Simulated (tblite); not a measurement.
Run record: nudged-elastic-band run, `FCCCCC(F)F`.

Computed with GFN2-xTB (tblite), gas phase: nudged elastic band of 9 images (0 to 8), spring 0.2 eV/Å², climbing image at the end, force threshold 0.05 eV/Å. No saddle search or frequency run followed, so the top image need not be a first-order saddle, and its height can exceed the method's true barrier by a kcal/mol or more. A driver script takes a list of jobs; this job's settings line and coordinates (Å) are shown. «atoms» counts from 0 and names the dihedral (C4–C5–C6–F7 when counted from 1); «turn» is the rotation in degrees that makes the guess of the end point.

Command:
```bash
OMP_NUM_THREADS=1 python probes_run.py task.json out
```

Input:
```
{"job": {"kind": "neb", "xc": "GFN2-xTB", "basis": "xTB", "atoms": [3, 4, 5, 6], "turn": 120}, "charge": 0, "multiplicity": 1}
F     -2.451281     1.390594     1.125679
C     -2.500951     0.499714     0.079661
C     -1.317479    -0.455121     0.142916
C      0.005535     0.283777    -0.051349
C      1.197150    -0.667047     0.027352
C      2.505058     0.079292    -0.170186
F      3.563933    -0.758106    -0.036588
F      2.587758     0.588741    -1.424871
H     -3.453503    -0.032348     0.169107
H     -2.488698     1.096243    -0.838402
H     -1.319455    -0.952478     1.114758
H     -1.447929    -1.212266    -0.631534
H      0.097987     1.051447     0.719867
H      0.006916     0.780841    -1.023937
H      1.237339    -1.160758     0.999687
H      1.123112    -1.433425    -0.747347
H      2.647509     0.912930     0.535276
```

Output:
```
image   E - E0 / eV
  0       0.0000
  1       0.0220
  2       0.0676
  3       0.1126
  4       0.1340
  5       0.1218
  6       0.0847
  7       0.0454
  8       0.0275
```

Question: Read off the barriers.

Answer: The highest image is 4: 0.134 eV (3.09 kcal/mol) above the start and 0.106 eV (2.45 kcal/mol) above the end. The band met its force threshold.

Question: Which dihedral does each image have?

Answer: 0: 177°, 1: -167°, 2: -151°, 3: -136°, 4: -120°, 5: -104°, 6: -89°, 7: -73°, 8: -59°.

Question: Give the geometry of the highest image and of the end point.

Answer: 
Image 4:
```
atom  x, y, z in Å
F1     -2.440    1.540    0.837
C2     -2.499    0.473   -0.028
C3     -1.315   -0.455    0.196
C4      0.001    0.250   -0.120
C5      1.204   -0.650    0.163
C6      2.534    0.060   -0.118
F7      3.238   -0.599   -1.075
F8      2.356    1.313   -0.600
H9     -3.450   -0.032    0.168
H10    -2.498    0.893   -1.039
H11    -1.315   -0.781    1.238
H12    -1.439   -1.331   -0.441
H13     0.073    1.153    0.487
H14     0.011    0.549   -1.170
H15     1.181   -0.979    1.202
H16     1.160   -1.537   -0.472
H17     3.191    0.146    0.761
```

Image 8:
```
atom  x, y, z in Å
F1     -2.504    1.597    0.573
C2     -2.499    0.424   -0.143
C3     -1.303   -0.430    0.250
C4      0.014    0.229   -0.153
C5      1.215   -0.610    0.287
C6      2.529    0.025   -0.140
F7      2.588    0.168   -1.488
F8      2.664    1.270    0.377
H9     -3.445   -0.081    0.082
H10    -2.467    0.704   -1.202
H11    -1.323   -0.581    1.331
H12    -1.403   -1.403   -0.235
H13     0.076    1.217    0.306
H14     0.043    0.356   -1.237
H15     1.229   -0.711    1.373
H16     1.166   -1.606   -0.159
H17     3.413   -0.557    0.167
```

The run took 6.6 s wall on an Intel Xeon at 2.50 GHz with one thread, no GPU, shared host with 64 logical CPUs at a one-minute load of 60, and the process peaked at 0.18 GiB of memory.
